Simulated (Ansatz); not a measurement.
Consider the ligand exchange at the Si–O bond: `CO[Si](N)(F)F` + `N[SiH2]S` → `N[SiH2]S[Si](N)(F)F` + CH₃OH.

Isolated molecules relaxed with PBE0-D4/def2-TZVP in Ansatz; ΔE leaves out vibrations. CBS: MP2 limit from def2 TZ/QZ plus the TZ coupled-cluster correction, frozen cores. This one scheme is used for every species. Functionals use def2-TZVPP. B3LYP here is the variant with VWN-RPA as its local correlation; programs differ in this. Each species was taken in one conformer, which may not be the lowest.

```csv
level,ΔE (kJ/mol)
B3LYP-D4,40.8
MP2/def2-TZVPP,40.5
MP2/CBS(def2),36.8
CCSD/CBS(def2),46.5
```

Question: What does CCSD(T)/CBS give? (Estimate.)

Answer: Computed: +41.6 kJ/mol. The listed levels differ from it by -0.8, -1.1, -4.8, 4.9 kJ/mol.

Largest T1 diagnostic among the species: 0.011.

The D4 term adds −9.7 kJ/mol with B3LYP and −5.5 kJ/mol with PBE0; it sums over pairs of atoms, weighted by their polarisabilities, and B3LYP, whose exchange is more repulsive, gets the larger term. In def2-TZVPP, CCSD(T) changes the Hartree–Fock value by −22.0 kJ/mol (the triples alone add −4.9 kJ/mol) and MP2 by −26.8 kJ/mol.
